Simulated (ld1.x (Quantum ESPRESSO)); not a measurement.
## Ni: one change to an ultrasoft potential, before and after

* Element: Ni (Z = 28)
* Generator: ld1.x (Quantum ESPRESSO) 7.5
* Type: ultrasoft
* Functional: LDA (PZ)
* Relativity: scalar-relativistic
* Frozen core: [Ne] 3s2
* Valence charge: 16
* Reference configuration: 3p6 3d8 4s1.5 4p0 (charge +0.5)
* Partial waves: 4s (bound): rcut 1.75, rcutus 1.90 bohr; 4s channel at -0.15 Ry: rcut 1.75, rcutus 1.90 bohr; 3p (bound): rcut 1.15, rcutus 1.25 bohr; 4p (bound, empty): rcut 1.15, rcutus 1.25 bohr; 3d (bound): rcut 1.20, rcutus 1.30 bohr; 3d channel at 2.7 Ry: rcut 1.20, rcutus 1.30 bohr; 4f channel at 0.2 Ry: rcut 1.30, rcutus 1.65 bohr; 4f channel at 1.95 Ry: rcut 1.30, rcutus 1.65 bohr
* Local potential: all-electron potential smoothed inside 1.80 bohr (lloc = -1)
* Core correction: none
* Augmentation charge: PSQ, radius 1.05 bohr

Change: waves 3d (bound): rcut 1.20, rcutus 1.82 bohr; 3d channel at 2.7 Ry: rcut 1.20, rcutus 1.82 bohr.

Cutoffs: the cutoffs (Ry, on a coarse ladder) from which the occupation-weighted sum of valence levels, in a spherical-Bessel basis at the reference potential, stays within 10 and 1 mRy of its value at 400 Ry; they do not see the model core or the augmentation charge, which bear on the density cutoff. Errors are all-electron minus pseudo energies relative to the spin-unpolarised reference configuration.

**Question.** Predict the effect on cutoff, ghosts and configuration errors.

**Answer.** The potential gets softer (80 Ry and 140 Ry → 55 Ry and 100 Ry); of the 9 tests that both files solve, the error grows in 3 and shrinks in 2 by more than 15 % and 0.3 meV (median size 2.0 → 2.0 meV); neither file shows a bound ghost. A larger radius leaves more room for a smooth pseudo-wave, so fewer plane waves are needed.

| quantity | base | changed |
| --- | --- | --- |
| cutoff, loose | 80 Ry | 55 Ry |
| cutoff, tight | 140 Ry | 100 Ry |
| loose cutoff by channel (10 mRy a level) | s 8 Ry, p 45 Ry, d 50 Ry | s 8 Ry, p 45 Ry, d 30 Ry |
| bound ghosts | none | none |
| error for 3p6 3d8 4s2 4p0, meV [ΔE -3.84 eV] | +0.7 | +0.4 |
| error for 3p6 3d8 4s1 4p0, meV [ΔE 5.76 eV] | -0.1 | -0.5 |
| error for 3p6 3d8 4s0 4p0, meV [ΔE 23.42 eV] | +4.1 | -2.2 |
| error for 3p6 3d9 4s1 4p0, meV [ΔE -5.47 eV] | -2.0 | -0.4 |
| error for 3p6 3d8 4s0 4p2, meV [ΔE 5.83 eV] | -2.7 | -4.0 |
| error for 3p6 3d8.5 4s1.5 4p0, meV [ΔE -5.04 eV] | 0.0 | +0.2 |
| error for 3p6 3d8 4s0 4p1, meV [ΔE 11.53 eV] | -0.3 | -2.0 |
| error for 3p6 3d8 4s1.5 4p0 (spin-polarised), meV [ΔE -1.06 eV] | +242 | +232 |
| error for 3p6 3d8 4s2 4p0 (spin-polarised), meV [ΔE -4.76 eV] | +236 | +225 |
| s: phases at 2.06 bohr within 0.05 rad from the reference energy up to (Ry; the scan ends near 5) | 1.7 | 1.7 |
| p: phases at 2.06 bohr within 0.05 rad from the reference energy up to (Ry; the scan ends near 5) | to the end of the scan | to the end of the scan |
| d: phases at 2.06 bohr within 0.05 rad from the reference energy up to (Ry; the scan ends near 5) | to the end of the scan | to the end of the scan |
| f: phases at 2.06 bohr within 0.05 rad from the reference energy up to (Ry; the scan ends near 5) | to the end of the scan | to the end of the scan |
| lowest overlap eigenvalue by channel | s 0.49, p 0.14, d 0.27, f 0.98 | s 0.49, p 0.14, d 0.90, f 0.98 |
